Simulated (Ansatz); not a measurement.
Ansatz results at the PBE0-D4/def2-TZVP geometry: size of the dipole moment (B3LYP/def2-TZVPP) 2.90 D; HOMO–LUMO gap (PBE/def2-TZVPP) 6.24 eV; LUMO energy (B3LYP/def2-TZVPP) 0.06 eV.

Each molecule was computed in one conformer, which needn't be the lowest.

Q: Which molecule gave them?
A. `CN(C)[Si](O)(N(C)C)N(C)C`
B. `[SiH3]Cl`
C. `CO[SiH2]F`
D. `N[Si](O)(Cl)Cl`

A: D. The others give `CN(C)[Si](O)(N(C)C)N(C)C`: 1.22, 4.59, 0.41; `CO[SiH2]F`: 1.60, 7.14, 0.55; `[SiH3]Cl`: 1.25, 6.68, -0.31.

B3LYP here is the variant with VWN-RPA as its local correlation; programs differ in this.
